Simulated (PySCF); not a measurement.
Bond curve of PdS

Set-up: PySCF, scalar-relativistic core potentials, basis sets Pd def2-TZVPP with ECP28, S def2-TZVPP. Energies in eV from Pd (4d10) + S in their ground configurations at the same level. All curves are PBE0. state 1: ³Σ⁻ (triplet), unpaired electrons π ↑↑; state 2: Ms = 0 determinant of mixed spin (⟨S²⟩ near 1.0), unpaired electrons π ↑↓, a mixture of terms (⟨Lz²⟩ = 2.0), a second solution, started from another occupation; state 3: ³Π (triplet), unpaired electrons σ ↑, π ↑, a second solution, started from another occupation; state 4: Ms = 0 determinant of mixed spin (⟨S²⟩ near 1.0), unpaired electrons σ ↓, π ↑, a second solution, started from another occupation.

| R (Å) | state 1 | state 2 | state 3 | state 4 |
| --- | --- | --- | --- | --- |
| 1.802 | -1.603 | -1.349 | -0.989 | -0.858 |
| 1.885 | -2.315 | -2.060 | -1.783 | -1.660 |
| 1.969 | -2.697 | -2.441 | -2.246 | -2.129 |
| 2.032 | -2.828 | -2.571 | -2.438 | -2.324 |
| 2.095 | -2.863 | -2.606 | -2.533 | -2.423 |
| 2.158 | -2.827 | -2.569 | -2.557 | -2.450 |
| 2.242 | -2.701 | -2.442 | -2.510 | -2.408 |
| 2.346 | -2.467 | -2.206 | -2.369 | -2.273 |
| 2.472 | -2.134 | -1.869 | -2.133 | -2.042 |
| 2.640 | -1.680 | -1.408 | -1.772 | -1.679 |

Question: Put a parabola through the three lowest points of the state 1 curve and estimate Re, k and ωe (reduced mass 24.56 u; 1 eV/Å² = 0.16022 mdyn/Å; ωe = 1302.8·√(k/μ) cm⁻¹).

Answer: Through R = 2.032, 2.095, 2.158 Å the second-order coefficient is 8.94 eV/Å², so Re ≈ 2.095 Å, k ≈ 2.87 mdyn/Å and ωe ≈ 445 cm⁻¹. A polynomial fit of higher order to the unrounded PBE0 energies gives Re = 2.091 Å, k = 2.92 mdyn/Å, ωe = 450 cm⁻¹; anharmonicity and rounding make the difference.

The higher-order fit for each curve: state 1: Re = 2.091 Å, ωe = 450 cm⁻¹, De = 2.86 eV; state 2: Re = 2.091 Å, ωe = 450 cm⁻¹, minimum 2.61 eV below the ground-state fragments; state 3: Re = 2.152 Å, ωe = 388 cm⁻¹, minimum 2.56 eV below the ground-state fragments; state 4: Re = 2.156 Å, ωe = 382 cm⁻¹, minimum 2.45 eV below the ground-state fragments.

The metal atom is held in its measured ground configuration; semilocal functionals can put another filling of s and d lower by some tenths of an eV, and De to that atom would be smaller. Spin–orbit coupling is left out, which matters for elements this heavy, above all for dissociation energies. With d or f electrons several states lie close, and the lowest PBE0 determinant need not be the measured ground state.
